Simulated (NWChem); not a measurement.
# PbF2, singlet; SMILES [F][Pb][F]

Low-valent species are run as closed-shell singlets; no triplet was tried in these runs. def2 effective core potentials on Pb; no spin-orbit coupling.

Task: Give the equilibrium geometry at PBE0/def2-SVP with def2 effective core potentials on Pb (NWChem) as a list of bonds and angles, with the point group.

Result: point group C2v; any orientation.
Bonds (Å): Pb1–F2 2.052, Pb1–F3 2.052. Bond angles (°): F2–Pb1–F3 96.2.
